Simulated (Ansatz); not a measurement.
`[OH][SbH][SiH3]` + `C=N` → `C=[N][SbH][OH]` + SiH₄ at 298.15 K and 1 bar (cleavage of the Sb–Si bond).

Gas-phase electronic energies from Ansatz, PBE0-D4/def2-TZVP geometries. CCSD(T)/CBS adds triple-zeta CCSD(T) − MP2 to the extrapolated MP2 energy (def2 sets, frozen cores). This one scheme is used for every species. def2 core potentials past Kr. For Sb outer-core shells are correlated without core-valence functions, which leaves a few kJ/mol of doubt a bond. Each species was taken in one conformer, which may not be the lowest.

| species | CCSD(T)/CBS energy (Eh) | H − E (kJ/mol) | S (J/(mol·K)) |
| --- | --- | --- | --- |
| `[OH][SbH][SiH3]` | -607.27229 | 136.7 | 341.6 |
| `C=N` | -94.52360 | 115.3 | 227.0 |
| `C=[N][SbH][OH]` | -410.32624 | 151.1 | 326.9 |
| SiH₄ | -291.46306 | 92.1 | 204.8 |

H − E and S are ideal-gas, rigid-rotor, harmonic terms from PBE0-D4/def2-TZVP, for one conformer and one mirror image of each species. 1 Eh = 2625.50 kJ/mol, R = 8.31446 J/(mol·K).

**Question.** By hand: ΔE, ΔH, ΔS and ΔG.

**Answer.** ΔE = (-410.32624) + (-291.46306) − (-607.27229) − (-94.52360) = 0.00659 Eh = 17.3 kJ/mol. Δ(H − E) = 151.1 + 92.1 − 136.7 − 115.3 = -8.8, so ΔH = 8.5 kJ/mol. ΔS = 326.9 + 204.8 − 341.6 − 227.0 = -36.9 J/(mol·K). ΔG = 8.5 − 298.15 × (-36.9)/1000 = 19.5 kJ/mol.

**Question.** By hand: the equilibrium constant, and the temperature at which ΔG would vanish if ΔH and ΔS stayed fixed.

**Answer.** log₁₀ K = −ΔG/(RT ln 10) = -3.4. ΔH and −TΔS have one sign here, so there is no such temperature.

TΔS isn't small against ΔH here. A doubt of 5 kJ/mol in ΔE shifts log₁₀ K by 0.9 here. Other conformers and mirror images would add mixing entropy, several J/(mol·K) or more a flexible species. These are equilibria of isolated gas molecules and say nothing of rates. Largest T1 diagnostic: 0.015 (customary marks: 0.02 for closed shells, 0.045 for open ones).
